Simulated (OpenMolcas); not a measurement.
## Nb3+: effect of the IPEA shift

```yaml
Program: OpenMolcas
Basis: ANO-RCC-VQZP [8s7p5d3f2g1h]
Scalar_Hamiltonian: DKH2, point nucleus
Active_space: 2 electrons in 5 orbitals (4d)
State_averaging: 2S+1 = 3 even, 10 roots; 2S+1 = 1 even, 15 roots
Spin-orbit_coupling: state interaction with AMFI integrals over the reference wave functions, term energies averaged over their components
```

Methods on the same reference wave functions:
A. CASSCF
B. SS-CASPT2, IPEA 0.25 Eh, imaginary shift 0.1 Eh (closed shells correlated: 4s 4p)
C. SS-CASPT2, IPEA 0.5 Eh, imaginary shift 0.1 Eh (closed shells correlated: 4s 4p)

Energies in cm-1 above 4d2 3F2.

```json
{"Level": "4d2 3F2", "A": "0.0", "B": "0.0", "C": "0.0"}
{"Level": "4d2 3F3", "A": "1031", "B": "1067", "C": "1065"}
{"Level": "4d2 3F4", "A": "2268", "B": "2300", "C": "2300"}
{"Level": "4d2 1D2", "A": "11088", "B": "7880", "C": "8000"}
{"Level": "4d2 3P0", "A": "12181", "B": "10310", "C": "10620"}
{"Level": "4d2 3P1", "A": "12583", "B": "10730", "C": "11050"}
{"Level": "4d2 3P2", "A": "13600", "B": "11600", "C": "11900"}
{"Level": "4d2 1G4", "A": "16745", "B": "14180", "C": "14040"}
{"Level": "4d2 1S0", "A": "39710", "B": "31690", "C": "31820"}
```

Between B and C the level of the table that moves most is 4d2 3P1, by 320 cm-1 (lowest in B, highest in C). Moves below CASPT2's spread within the term are not significant.

From A to B the spin-free energies of the other terms of 4d2 shown, above 3F, scale by factors of 0.66 to 0.84.

The lowest spin-free term lies below A's lowest term by 0.285 hartree in B, 0.280 hartree in C.

Term energies are means over components that CASPT2 splits; among the terms shown or strongly mixed into the levels shown the widest spread is 660 cm-1 (4d2 1G, B). Without dynamic correlation excited terms often stand tens of per cent too high (terms of higher spin than the ground term too low), and those without a measured partner can miss by more than the paired ones (holds for A). Only configurations of the active space appear.
